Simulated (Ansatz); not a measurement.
Gas-phase electronic energies from Ansatz, PBE0-D4/def2-TZVP geometries. CCSD(T)/CBS adds triple-zeta CCSD(T) − MP2 to the extrapolated MP2 energy (def2 sets, frozen cores). This one scheme is used for every species. DFT in def2-TZVPP. B3LYP here is the variant with VWN-RPA as its local correlation; programs differ in this. For Ga outer-core shells are correlated without core-valence functions, which leaves a few kJ/mol of doubt a bond. Scalar relativity is left out up to krypton. Each species was taken in one conformer, which may not be the lowest.

`COB(S)S` + `B[CH2][GaH2]` → `CB[CH2][GaH2]` + `OB(S)S`  (formal exchange of groups at a C–O bond)

`COB(S)S`:

Z-matrix (Å, degrees):
```
C
O 1 1.415
H 1 1.094 2 110.9
H 1 1.094 2 110.9 3 121.4
H 1 1.089 2 107.5 3 -119.3
B 2 1.350 1 122.0 3 -60.7
S 6 1.814 2 119.4 1 180.0
S 6 1.823 2 120.7 1 -0.0
H 7 1.343 6 95.2 2 -0.0
H 8 1.341 6 96.1 2 180.0
```

`B[CH2][GaH2]`:

```xyz
9

B    -0.649   -0.621   -1.054
C     0.076   -0.783    0.264
Ga    0.526    1.123    0.719
H    -1.818   -0.353   -1.079
H    -0.052   -0.665   -2.094
H    -0.544   -1.054    1.124
H     1.040   -1.293    0.256
H    -0.596    2.060    1.284
H     2.017    1.586    0.581
```

`CB[CH2][GaH2]`:

Cartesian coordinates in Å:
```
C -0.414 1.721 -0.110
B 0.360 0.492 -0.695
C -0.193 -0.932 -0.685
Ga 0.395 -1.647 1.084
H 0.194 2.268 0.619
H -0.588 2.441 -0.921
H -1.380 1.486 0.344
H 1.474 0.676 -1.118
H 0.232 -1.622 -1.416
H -1.284 -1.002 -0.625
H 1.616 -2.630 1.152
H -0.412 -1.252 2.371
```

`OB(S)S`:

Z-matrix (Å, degrees):
```
B
S 1 1.821
S 1 1.810 2 120.2
O 1 1.357 2 120.4 3 -180.0
H 2 1.341 1 97.0 3 0.0
H 3 1.343 1 95.3 2 -180.0
H 4 0.960 1 114.7 2 -0.0
```

Question: Is it downhill or uphill in electronic energy at CCSD(T)/CBS, and by how much? (Best estimate.)

Answer: Computed: Downhill: ΔE = -96.3 kJ/mol.

Question: What do these levels give: PBE0-D4, ωB97X-V, ωB97M-V, B2PLYP, PBE, r2SCAN, PBE0, B3LYP, HF/def2-TZVPP, HF/def2-QZVPP, MP2/CBS(def2), CCSD/CBS(def2)? (An estimate is asked.)

Answer: Computed: PBE0-D4 -98.8, ωB97X-V -91.6, ωB97M-V -95.8, B2PLYP -93.3, PBE -97.8, r2SCAN -98.8, PBE0 -99.1, B3LYP -92.0, HF/def2-TZVPP -85.8, HF/def2-QZVPP -85.3, MP2/CBS(def2) -100.9, CCSD/CBS(def2) -96.6 kJ/mol.

Largest T1 diagnostic among the species: 0.013.

In def2-TZVPP, CCSD(T) changes the Hartree–Fock value by −8.1 kJ/mol (the triples alone add +0.3 kJ/mol) and MP2 by −12.7 kJ/mol.
